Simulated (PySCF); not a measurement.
## Ti⁺ (titanium, charge +1): UHF calculation

Configuration: [Ar] 3d1 4s1 5s1, high-spin 4D determinant (an excited configuration). Computed with PySCF 2.14 in aug-cc-pVDZ-DK (7s6p4d2f, 59 functions), with scalar relativity by spin-free X2C-1e.

- Total energy: -852.115195 hartree
- One-electron energy: -1153.5672 hartree
- Hartree (Coulomb) energy: 342.2859 hartree
- Exchange energy: -40.8340 hartree
- ⟨S²⟩: 3.7515
- ⟨L²⟩: 6.018
- Sum of ⟨r⟩: 21.97 bohr
- Sum of ⟨r²⟩: 74.30 bohr²
- Traceless quadrupole moment −½Σ⟨3z² − r²⟩ along its main axis: -0.217 e·bohr²
- Langevin diamagnetic susceptibility: -58.8 ×10⁻⁶ cm³/mol

| shell | electrons | mean orbital energy (eV) | spread (eV) | rms radius, mean of both spins (bohr) |
| --- | --- | --- | --- | --- |
| 1s α | 1 | -5038.8 | 0 | 0.0804 |
| 1s β | 1 | -5038.7 | 0 | 0.0804 |
| 2s α | 1 | -610.77 | 0 | 0.350 |
| 2s β | 1 | -609.95 | 0 | 0.350 |
| 2p α | 3 | -506.37 | 0.053 | 0.320 |
| 2p β | 3 | -505.70 | 0.739 | 0.320 |
| 3s α | 1 | -98.959 | 0 | 1.06 |
| 3s β | 1 | -96.437 | 0 | 1.06 |
| 3p α | 3 | -68.151 | 1.275 | 1.17 |
| 3p β | 3 | -65.521 | 1.872 | 1.17 |
| 3d α | 1 | -29.333 | 0 | 1.42 |
| 4s α | 1 | -17.979 | 0 | 3.05 |
| 5s α | 1 | -6.195 | 0 | 7.19 |

The outer electron is Rydberg-like, and this basis confines it to a smaller radius and binds it less than a complete one would.

Densities and radii are taken from the X2C orbitals without a picture-change correction, which distorts them close to the nucleus.

Spin-orbit constants ζ (cm⁻¹) from the X2C one-electron operator on these orbitals: bare nucleus, nucleus screened by l(l+1)(2l+1)/3 electrons, and screened by the Breit-Pauli mean field of the electrons.

```
shell   bare  screened nucleus  mean field
   2p  33350             30320       28940
   3p   3603              3275        3103
   3d  315.6             172.2       150.5
```

To first order the Landé constant is A = 50.16 cm⁻¹, so the lowest level has J = 1/2 and lies 0.0280 eV below the centre of the term. This holds in LS coupling only.
